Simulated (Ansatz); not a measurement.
Abridged output of a molecular run in Ansatz:

```
Functional definition: HF
979 factors; integrals over basis functions are off by at most 1.3e-3 eV
mean field evaluation 1: about -20482.4458 eV, gradient 3.4e1 eV
mean field evaluation 2: about -20482.6724 eV, gradient 3.5e1 eV
mean field evaluation 4: about -20485.9405 eV, gradient 3.4e0 eV
mean field evaluation 8: about -20486.0003 eV, gradient 3.4e-1 eV
mean field evaluation 16: about -20486.0015 eV, gradient 2.1e-6 eV
mean field -20486.00146089 eV, -752.8466677771 hartree, gradient 2.1e-6 eV, S^2 0.000000; 0 other end points of the search recorded, 0 dependent functions left out
12 core orbitals not correlated: weight in the atoms' cores, before any rotation towards them, 1.000 or more for the frozen orbitals, at most 0.000 for the correlated occupied ones
reference -20486.00146089 eV, -752.8466677771 hartree; 10, 10 occupied and 138, 138 virtual orbitals, 979 factors
second order -16.57158122 eV of doubles, -0.00000000 eV of singles
cycle   1  -16.43361666 eV  change    1.4e-1 eV  update   1.3e-1
cycle   2  -16.97180883 eV  change   -5.4e-1 eV  update   4.9e-2
cycle   3  -17.13754474 eV  change   -1.7e-1 eV  update   2.7e-2
cycle   4  -17.13027226 eV  change    7.3e-3 eV  update   8.5e-3
cycle   5  -17.12181685 eV  change    8.5e-3 eV  update   5.4e-3
cycle   6  -17.12480697 eV  change   -3.0e-3 eV  update   2.2e-3
cycle   7  -17.12408146 eV  change    7.3e-4 eV  update   9.7e-4
cycle   8  -17.12399903 eV  change    8.2e-5 eV  update   2.9e-4
cycle   9  -17.12411156 eV  change   -1.1e-4 eV  update   1.4e-4
cycle  10  -17.12411643 eV  change   -4.9e-6 eV  update   5.1e-5
cycle  11  -17.12409878 eV  change    1.8e-5 eV  update   3.3e-5
cycle  12  -17.12413463 eV  change   -3.6e-5 eV  update   1.6e-5
cycle  13  -17.12412255 eV  change    1.2e-5 eV  update   7.7e-6
perturbative correction -0.91393159 eV, -0.0335863663 hartree
Total energy: -20504.03951502 eV, -753.5095540398 hartree
```

Its atoms:

Cartesian coordinates in Å:
```
O -1.570 0.079 1.578
C -0.857 -0.173 0.743
Al 0.634 -0.153 -0.704
S 1.079 1.738 -0.097
H 0.714 -1.491 -1.520
```

(1) Which basis set was used?
A. def2-SVP
B. def2-TZVPP
C. def2-QZVPP
D. cc-pV(D+d)Z

(2) Write the keys of the input that set method, charge and spin (a neutral closed shell needs none for the last two).

## Answers

(1) B. It gives 160 functions.

(2) 
```yaml
correlation: {method: ccsd_t}
```
